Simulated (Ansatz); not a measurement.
The cluster Nb2S2⁺. Total charge 1; doublet. Geometry PBE-D4/def2-SVP, basis def2-TZVP, Ansatz.

```xyz
4

Nb   -0.408    0.957    1.266
Nb   -1.195    0.305   -1.080
S     1.351   -0.175    1.542
S     0.251   -1.087   -1.729
```

```json
{"run": "A", "HOMO (eV)": "-9.60", "LUMO (eV)": "-8.78"}
{"run": "B", "HOMO (eV)": "-9.67", "LUMO (eV)": "-8.65"}
{"run": "C", "HOMO (eV)": "-10.49", "LUMO (eV)": "-8.01"}
{"run": "D", "HOMO (eV)": "-9.79", "LUMO (eV)": "-8.66"}
```

In the def2 sets Nb takes a core potential; there is no spin–orbit coupling. No other spin state of charge 1 was run. Another isomer (doublet) lies 3.23 eV lower at PBE0-D4/def2-TZVP; other spin states weren't run for this one.

HOMO and LUMO are taken over both spins.

The runs used B97M-V, PBE, PBE0, r2SCAN. Estimate which is which.

A PBE (0 % exact exchange); B B97M-V (0 % exact exchange); C PBE0 (25 % exact exchange); D r2SCAN (0 % exact exchange). Exact exchange lowers occupied and raises empty levels; among semilocal functionals meta-GGAs tend to open the gap a little, and such runs are hard to tell apart. The gap grows from 0.83 eV (PBE) to 2.48 eV (PBE0). At PBE0-D4/def2-TZVP the charge 1 doublet is spin-contaminated (final ⟨S²⟩ up to 0.98, 0.75 for a pure state).
